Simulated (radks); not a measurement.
The numbers below are computed, except where a source is named.
Problem. Mean orbital radii <r> (bohr) of the cobalt ion Co24+, [He] 2s1, of relativity; Dirac values are averaged over j with weights 2j + 1. Spin-unpolarised spherical Kohn-Sham, PBE, point nucleus unless stated (finite: rms radius 3.7875 fm), a radial shooting solver on a logarithmic mesh with Libxc functionals. A level marked "c x" has the speed of light scaled by that factor.

shell       non-rel.
1s           0.05648
2s            0.2331
2p (empty)    0.1977
3s (empty)    0.5323

Give the values at the level "Dirac, c x 5".

Solution. 
shell       Dirac, c x 5  change of magnitude (%)
1s               0.05645                    -0.05
2s                0.2330                    -0.05
2p (empty)        0.1976                    -0.03
3s (empty)        0.5320                    -0.04
